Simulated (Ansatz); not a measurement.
System: sum formula SiH2F, net charge 0, doublet state. It need not be the lowest isomer of its formula. 
Geometry from a B3LYP-D3(BJ)/def2-TZVP (Ansatz, an electronic-structure program) optimisation:
```
Si
F 1 1.6108
H 1 1.4871 2 107.72
H 1 1.4871 3 111.30 2 -117.87
```
Charge 0, spin multiplicity 2.

Total electronic energies in hartree. Correlated levels leave the core frozen unless marked. Open shells are spin-unrestricted. Spin-orbit coupling is left out. No relativistic terms. CBS marks a two-point X^-3 extrapolation of the correlation energy; Hartree-Fock from the larger set (for Q and 5 zeta extrapolated as (X+1)exp(-9√X)).

```csv
level,program,energy (Eh)
HF/def2-QZVPPD,Ansatz,-389.62081
RI-HF/cc-pV(Q+d)Z,Ansatz,-389.61838
RI-HF/def2-QZVPPD,Ansatz,-389.62075
BLYP-D4/def2-TZVPD,Ansatz + dftd4,-390.58400
revPBE-D3(BJ)/def2-TZVPD,Ansatz + dftd3,-390.49891
PBE0/6-31G*,Ansatz,…
PBE0/def2-SVP,Ansatz,-390.13226
PBE0-D3(BJ)/def2-TZVP,Ansatz + dftd3,-390.36921
RI-MP2/cc-pV(Q+d)Z,Ansatz,-390.00817
SCS-MP2/cc-pV(T+d)Z,Ansatz,-389.96144
SCS-MP2/def2-QZVPP,Ansatz,-390.01150
CCSD(T)/6-31G,Ansatz,-389.62666
CCSD(T)/cc-pV(Q+d)Z,Ansatz,-390.03521
CCSDT/cc-pV(D+d)Z,Ansatz,-389.84564
"CCSD(T)/CBS(cc-pV(Q+d)Z,cc-pV(5+d)Z)",Ansatz,-390.0618
```

### Question
Complete the blanks.

### Answer

- PBE0/6-31G*, energy (Eh): -390.28416
